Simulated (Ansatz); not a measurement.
Born–Oppenheimer molecular dynamics of F3H2NZr (7 atoms, charge 0, multiplicity 1). It starts from a relaxed structure.

Theory: Ansatz, RHF/def2-SVP.

* ensemble: NVT, Langevin thermostat
* time step: 0.5 fs
* steps asked: 150
* set temperature: 300 K
* friction: 0.005 /fs
* seed: 964932

First frame:

```xyz
7
Properties=species:S:1:pos:R:3
Zr 0.007 -0.005 0.044
N 0.011 -0.010 2.069
H -0.766 -0.248 2.662
H 0.792 0.233 2.655
F 1.830 0.035 -0.528
F -0.915 1.536 -0.621
F -0.957 -1.539 -0.570
```

Q: What does the run give?

A: The run went to its last step.

| Item | Value |
| --- | --- |
| steps done | 150 |
| time covered | 75 fs |
| mean temperature over the second half | 113 K |
| spread of the potential energy over the second half | 3.9 meV per atom |
| mean potential energy of the second half above the start | 14.8 meV per atom |

The mean temperature of the second half is 62 % below the set value. A run of 0.075 ps of so small a system gives no equilibrium averages.

Q: What happens to the structure?

A: The same pairs are bonded in the first frame and the last. Pairs count as bonded within 1.25 times the sum of covalent radii (0.12 Å more for H–H). Another seed would give other details.

Q: How do temperature and energy run in time?

A: 
```json
{"time (fs)": "0", "T (K)": "257", "potential energy less start (eV)": "0.000"}
{"time (fs)": "3.5", "T (K)": "198", "potential energy less start (eV)": "0.039"}
{"time (fs)": "7", "T (K)": "137", "potential energy less start (eV)": "0.095"}
{"time (fs)": "10.5", "T (K)": "92", "potential energy less start (eV)": "0.118"}
{"time (fs)": "14", "T (K)": "133", "potential energy less start (eV)": "0.098"}
{"time (fs)": "17.5", "T (K)": "169", "potential energy less start (eV)": "0.068"}
{"time (fs)": "21", "T (K)": "161", "potential energy less start (eV)": "0.074"}
{"time (fs)": "24.5", "T (K)": "179", "potential energy less start (eV)": "0.082"}
{"time (fs)": "28", "T (K)": "172", "potential energy less start (eV)": "0.082"}
{"time (fs)": "31.5", "T (K)": "152", "potential energy less start (eV)": "0.100"}
{"time (fs)": "35", "T (K)": "114", "potential energy less start (eV)": "0.137"}
{"time (fs)": "38.5", "T (K)": "96", "potential energy less start (eV)": "0.166"}
{"time (fs)": "42", "T (K)": "94", "potential energy less start (eV)": "0.152"}
{"time (fs)": "45.5", "T (K)": "136", "potential energy less start (eV)": "0.100"}
{"time (fs)": "49", "T (K)": "138", "potential energy less start (eV)": "0.076"}
{"time (fs)": "52.5", "T (K)": "140", "potential energy less start (eV)": "0.068"}
{"time (fs)": "56", "T (K)": "117", "potential energy less start (eV)": "0.101"}
{"time (fs)": "59.5", "T (K)": "115", "potential energy less start (eV)": "0.124"}
{"time (fs)": "63", "T (K)": "98", "potential energy less start (eV)": "0.112"}
{"time (fs)": "66.5", "T (K)": "86", "potential energy less start (eV)": "0.100"}
{"time (fs)": "70", "T (K)": "108", "potential energy less start (eV)": "0.082"}
{"time (fs)": "73.5", "T (K)": "113", "potential energy less start (eV)": "0.075"}
```

Run time: 4.4 min on 1 thread of Arm Neoverse V2 (shared host), peak memory 0.18 GiB.
